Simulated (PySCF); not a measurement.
All values below come from TPSSh-D3(BJ)/def2-TZVP // CAM-B3LYP-D3(BJ)/def2-SVP (PySCF 2.14.0). Gas-phase values, no solvent. One relaxed conformer stands for a flexible species; it need not be the lowest. Excitations are Tamm–Dancoff values on a coarser integration grid. The basis has no diffuse functions, so Rydberg states are missing or too high.

Reference species (SMILES): `[Br][Sn]([Br])([Br])[Br]` (neutral, multiplicity 1).

```json
{
 "brightest of the four lowest singlets (TDA)": "4.29 eV",
 "S1 oscillator strength": "0.000"
}
```

Changed species: `C[O][Sn]([O]C)([O]C)[O]C` (4 of 4 Br replaced by OCH3; the reference has 0 of 4 Br replaced by OCH3).

Problem. Predict the effect on the brightest of the four lowest singlets (TDA) and S1 oscillator strength.

Solution. the brightest of the four lowest singlets (TDA) rises by 0.54 eV, to 4.83 eV; the S1 oscillator strength hardly moves.
